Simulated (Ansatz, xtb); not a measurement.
# Two structures of C4H8BNSi

Structure I is a singlet given by its coordinates and structure II is `B[SiH2]n1cccc1`, a singlet. Both are isolated molecules in the gas phase, relaxed with r2SCAN-D4/def2-SVP; the shapes shown needn't be the lowest conformers.

I (Å):

```xyz
15

C    -2.8428   -0.5601    2.0503
C    -1.8263    2.0059   -0.4025
C    -0.0460   -0.0382   -0.1801
C     1.0183   -0.5365   -0.5454
B    -1.3684    0.6323    0.2401
N    -2.1369    0.0013    1.1893
Si    2.6000   -1.2733   -1.0858
H    -3.6265   -1.2925    1.7757
H    -2.7181   -0.3555    3.1313
H    -1.9107    1.8959   -1.4967
H    -1.0547    2.7747   -0.2286
H    -2.7855    2.3720   -0.0089
H     2.7954   -2.6097   -0.4505
H     2.6036   -1.4389   -2.5692
H     3.7325   -0.3828   -0.6954
```

Close contacts (Å): C1–N6 1.25, C2–B5 1.58, C3–C4 1.23, C3–B5 1.54, C4–Si7 1.83, B5–N6 1.37, C1–H8 1.11, C1–H9 1.11, C2–H10 1.10, C2–H11 1.10, C2–H12 1.10, Si7–H13 1.49, Si7–H14 1.49, Si7–H15 1.49.

II (Å):

```yaml
atoms:
  - { symbol: C, position_ang: [-1.5037, -2.1601, 0.3759] }
  - { symbol: C, position_ang: [-2.8454, -2.0649, 0.6848] }
  - { symbol: C, position_ang: [-3.0383, -0.8153, 1.3439] }
  - { symbol: C, position_ang: [-1.8061, -0.1971, 1.4137] }
  - { symbol: B, position_ang: [1.8297, -1.6722, -0.7126] }
  - { symbol: N, position_ang: [-0.8596, -1.0143, 0.8174] }
  - { symbol: Si, position_ang: [0.8934, -0.7095, 0.7743] }
  - { symbol: H, position_ang: [1.3237, -2.5398, -1.3806] }
  - { symbol: H, position_ang: [2.9855, -1.3992, -0.9343] }
  - { symbol: H, position_ang: [1.5283, -1.1449, 2.0643] }
  - { symbol: H, position_ang: [1.0536, 0.7738, 0.6863] }
  - { symbol: H, position_ang: [-0.9506, -2.9494, -0.1318] }
  - { symbol: H, position_ang: [-3.6074, -2.8082, 0.4523] }
  - { symbol: H, position_ang: [-3.9777, -0.4092, 1.7178] }
  - { symbol: H, position_ang: [-1.5211, 0.7662, 1.8364] }
```

Quicker runs give these differences E(II) − E(I): GFN2-xTB −39.9 kcal/mol; HF/STO-3G −7.1 kcal/mol (at GFN2-xTB geometries); r2SCAN-D4/def2-SVP//GFN2-xTB +4.4 kcal/mol.

Task: Estimate which is lower in electronic energy at CCSD(T)/def2-SVP + ΔMP2/def2-TZVPP, and by roughly how much.

Result: The CCSD(T)/def2-SVP + ΔMP2/def2-TZVPP calculation puts structure I lower, by 4.9 kcal/mol.

Level by level:

```tsv
level	geometry	E(II) − E(I) (kcal/mol)	departure from the last row (kcal/mol)	job, with rough time for the two
GFN2-xTB	GFN2-xTB	−39.9	−44.7	optimisation, 0.6 s
HF/STO-3G	GFN2-xTB	−7.1	−12.0	single point, 0.36 s
r2SCAN-D4/def2-SVP//GFN2-xTB	GFN2-xTB	+4.4	−0.4	single point, 4 s
r2SCAN-D4/def2-SVP	r2SCAN-D4/def2-SVP	+2.3	−2.6	optimisation, 62 s
HF/def2-SVP	r2SCAN-D4/def2-SVP	+8.1	+3.2	part of the CCSD(T) run
MP2/def2-SVP	r2SCAN-D4/def2-SVP	+4.7	−0.2	part of the CCSD(T) run
CCSD(T)/def2-SVP	r2SCAN-D4/def2-SVP	+7.4	+2.6	single point
CCSD(T)/def2-SVP + ΔMP2/def2-TZVPP	r2SCAN-D4/def2-SVP	+4.9		single point, 70 s
```

GFN2-xTB, HF/STO-3G put the two in the other order. The largest departure from CCSD(T)/def2-SVP + ΔMP2/def2-TZVPP is that of GFN2-xTB, 44.7 kcal/mol. A small imaginary or near-zero mode remains, so no thermal terms are given. The last row adds to CCSD(T) the change of the MP2 difference between the two basis sets, here −2.6 kcal/mol.

The correlated steps freeze 11 core orbitals. Run with Ansatz 0.2.0, xtb 6.7.1; the last row on 4 threads of Arm Neoverse V1 on a shared host.
